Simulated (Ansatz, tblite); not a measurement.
Cost and result up the ladder for Ge(CF3)2H2 (C₂H₂F₆Ge) (11 atoms). Total charge 0; singlet. Geometry: r2SCAN-D4/def2-SVP.

```xyz
11

Ge   -0.804    0.308   -0.167
C     0.799    0.453   -1.338
F     0.482    0.991   -2.532
F     1.348   -0.753   -1.569
F     1.747    1.230   -0.784
C    -0.215   -0.677    1.460
F     0.800   -0.044    2.076
F     0.203   -1.918    1.159
F    -1.221   -0.792    2.348
H    -1.876   -0.509   -0.884
H    -1.262    1.709    0.231
```

Ansatz on 4 threads of Arm Neoverse V2 on a shared host; xTB runs through tblite on one thread. Times are rough, summed over both states, and most runs start from the orbitals of an earlier one. PBE0-D4/def2-TZVP serves as the yardstick here, not as an exact answer. The other state is a doublet.

The xTB rows come from tblite.

Raw xTB energies of ions are shifted by several eV.

```csv
level,functions,wall time,vertical IE (eV),difference from PBE0-D4/def2-TZVP (eV)
GFN2-xTB,43,0.012 s,16.02,4.34
GFN1-xTB,45,0.013 s,16.21,4.53
PBE-D4/def2-TZVP,308,9.4 s,11.01,-0.67
PBE0-D4/def2-TZVP,308,26 s,11.68,0.00
B97M-V/def2-TZVP,308,34 s,11.42,-0.26
```
